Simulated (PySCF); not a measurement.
# Radial density of Te⁻ (tellurium, charge -1)

r2SCAN0, [Kr] 4d10 5s2 5p5, 2P determinant. Calculation: PySCF 2.14, in aug-cc-pwCVQZ-PP with ECP28MDF (10s10p8d6f4g1h, 169 functions); a scalar-relativistic core potential. This is the valence pseudo-density: the core potential removes the inner electrons and smooths the orbitals near the nucleus.

| r (bohr) | 4πr²ρ (e/bohr) | 4πr²(ρα − ρβ) |
| --- | --- | --- |
| 0.00215 | 2.587e-05 | 0.0000 |
| 0.00361 | 7.017e-05 | 0.0000 |
| 0.00607 | 0.0001791 | 0.0000 |
| 0.0102 | 0.0004135 | 0.0000 |
| 0.0172 | 0.0008560 | 0.0000 |
| 0.0289 | 0.001452 | 0.0000 |
| 0.0486 | 0.002018 | 0.0000 |
| 0.0817 | 0.003638 | 0.0000 |
| 0.137 | 0.02325 | 0.0001 |
| 0.231 | 0.3002 | 0.0009 |
| 0.389 | 4.716 | 0.0198 |
| 0.654 | 24.61 | 0.0797 |
| 1.10 | 13.91 | -0.0004 |
| 1.85 | 4.145 | 0.4097 |
| 3.11 | 1.798 | 0.3031 |
| 5.24 | 0.2651 | 0.0315 |
| 8.81 | 0.01147 | -0.0005 |
| 14.8 | 5.337e-05 | 0.0000 |

Energies and moments cover only the electrons outside the core potential. The outer electron is barely bound at this level, so radii and moments hang on the diffuse functions.
